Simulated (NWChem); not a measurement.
# Total energies of MgO

SMILES: [O]=[Mg]
```xyz
2

Mg     0.0000     0.0000     0.6990
O      0.0000     0.0000    -1.0486
```
Charge 0, spin multiplicity 1.

All runs are NWChem calculations. The geometry was optimised at PBE0/def2-SVP, a minimum by its harmonic frequencies.

Basis set: def2-SVP (32 functions).

```json
[
 {"method": "RHF", "total energy (Ha)": "-274.20298"},
 {"method": "MP2", "total energy (Ha)": "-274.47333"},
 {"method": "B2PLYP", "total energy (Ha)": "-274.91631"},
 {"method": "PBE", "total energy (Ha)": "-274.89157"},
 {"method": "B3LYP", "total energy (Ha)": "-275.10099"},
 {"method": "PBE0", "total energy (Ha)": "-274.88622"},
 {"method": "CCSD(T)", "total energy (Ha)": "-274.47685"}
]
```

Total energies of different functionals aren't comparable as a measure of quality: only differences taken within one method are. 

The correlated methods keep 6 core orbitals frozen. B3LYP has NWChem's definition, with VWN1-RPA local correlation. The structure started from a generated list of species. Coupled-cluster values serve here as a point of comparison, not as the truth.
